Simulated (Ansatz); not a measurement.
`BBCC` + H₂ → `BB` + ethane  (hydrogenolysis of a B–C bond)

Calculated with Ansatz (gas phase, PBE0-D4/def2-TZVP geometries, no zero-point term in ΔE). CBS: MP2 limit from def2 TZ/QZ plus the TZ coupled-cluster correction, frozen cores. This one scheme is used for every species. Functionals use def2-TZVPP. B3LYP here is the variant with VWN-RPA as its local correlation; programs differ in this. One conformer a species, not always the lowest.

`BBCC`:

Z-matrix (Å, degrees):
```
C
B 1 1.563
C 1 1.523 2 118.3
H 1 1.101 2 106.5 3 -125.5
H 1 1.101 2 106.4 3 125.4
B 2 1.639 1 129.0 3 -0.1
H 2 1.210 1 115.9 3 179.9
H 3 1.093 1 111.1 2 59.7
H 3 1.093 1 111.1 2 -59.7
H 3 1.093 1 112.2 2 180.0
H 6 1.201 2 122.2 1 -91.6
H 6 1.201 2 122.2 1 91.6
```

H₂:

Cartesian coordinates in Å:
```
H 0.064 -0.026 0.367
H -0.064 0.026 -0.367
```

`BB`:

```xyz
6

B    -0.562    0.339    0.481
B     0.562   -0.340   -0.481
H    -1.527   -0.265    0.864
H    -0.478    1.478    0.852
H     1.520   -0.912   -0.038
H     0.485   -0.300   -1.678
```

`CC`:

Cartesian coordinates in Å:
```
C -0.741 -0.113 0.124
C 0.741 0.113 -0.124
H -1.123 -0.944 -0.475
H -0.939 -0.346 1.173
H -1.327 0.773 -0.132
H 1.123 0.944 0.475
H 0.939 0.346 -1.173
H 1.327 -0.773 0.133
```

```
         level  ΔE (kJ/mol)  difference from CCSD(T)/CBS
     revPBE-D4        -14.1                          8.5
      B3LYP-D4        -25.1                         -2.5
    r2SCANh-D4        -21.5                          1.1
      BHLYP-D4        -30.9                         -8.3
       r2SCANh        -23.3                         -0.7
       LC-ωPBE        -27.6                         -5.0
   HF/def2-SVP        -50.9                        -28.3
MP2/def2-TZVPP        -20.5                          2.1
 HF/def2-QZVPP        -50.2                        -27.6
MP2/def2-QZVPP        -19.2                          3.4
   CCSD(T)/CBS        -22.6                            0
```

Largest T1 diagnostic among the species: 0.012.

From r2SCAN to r2SCAN0 (25 % exact exchange), in def2-TZVPP and without D4, ΔE moves by −3.2 kJ/mol. Leaving LDA and LC-ωPBE aside and taking each functional with its dispersion term where it has one, the values spread over 16.7 kJ/mol, from BHLYP-D4 to revPBE-D4. LDA lies +10.6 kJ/mol from PBE without D4.
